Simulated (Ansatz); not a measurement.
Be₄O₄H₁₆⁺, relaxed as a doublet with UKS r2SCAN-D4/def2-SVP in Ansatz, starting from the r2SCAN-D4/def2-SVP geometry of the neutral singlet. Force threshold 0.02 eV/Å.

In the doublet geometry the species has come apart into loosely held pieces. The relaxation made no stability test and no search for a lower SCF solution.

Start:

```tsv
atom	x (Å)	y (Å)	z (Å)
O1	1.946	0.921	-0.365
O2	-2.178	0.130	-0.068
O3	0.104	0.273	2.162
O4	0.129	-1.323	-1.730
Be5	2.283	-0.529	0.230
Be6	-0.217	1.732	1.581
Be7	-0.194	0.122	-2.343
Be8	-1.872	-1.325	0.533
H9	1.568	1.013	-1.308
H10	1.560	1.647	0.241
H11	-2.006	0.963	0.495
H12	-1.997	0.326	-1.053
H13	1.028	-0.141	2.030
H14	-0.613	-0.454	2.149
H15	1.050	-1.519	-1.337
H16	-0.590	-1.835	-1.217
H17	2.283	-0.617	1.615
H18	2.299	-1.561	-0.696
H19	0.888	2.462	1.167
H20	-1.558	1.994	1.340
H21	-1.538	0.468	-2.372
H22	0.907	0.941	-2.547
H23	-1.633	-2.317	-0.407
H24	-1.650	-1.368	1.901
```

(1) Estimate the energy that the relaxation releases and the steps that it takes.

(2) Does the start keep its bonding and symmetry?

(3) Predict the relaxed structure.

Results:

(1) 3.3 kcal/mol, in 6 steps; 29 s on 4 threads of Arm Neoverse V2 on a shared host. No frequencies were taken in this run, so the end may be a saddle point.

(2) By distances, no bond broke or formed. The bond that changes most is O2–Be8, from 1.60 to 1.58 Å (atoms count from 1). Point group D2d at the start, D2d at the end, both within 0.05 Å.

(3) 
```xyz
24

O     1.877    0.932   -0.370
O    -2.120    0.165   -0.081
O     0.110    0.225    2.113
O     0.133   -1.322   -1.662
Be    2.298   -0.472    0.208
Be   -0.206    1.690    1.627
Be   -0.182    0.060   -2.347
Be   -1.910   -1.279    0.513
H     1.517    1.046   -1.329
H     1.508    1.684    0.228
H    -1.974    1.016    0.480
H    -1.964    0.378   -1.076
H     1.042   -0.199    2.009
H    -0.606   -0.515    2.128
H     1.063   -1.547   -1.280
H    -0.585   -1.863   -1.160
H     2.251   -0.665    1.597
H     2.265   -1.585   -0.647
H     0.845    2.468    1.119
H    -1.530    2.013    1.291
H    -1.507    0.520   -2.349
H     0.868    0.976   -2.521
H    -1.588   -2.324   -0.367
H    -1.603   -1.404    1.876
```
Bond lengths (bridged metal pairs left out): 4 × Be–O 1.58 Å; 8 × Be–H 1.40 Å; 8 × H–O 1.03 Å.
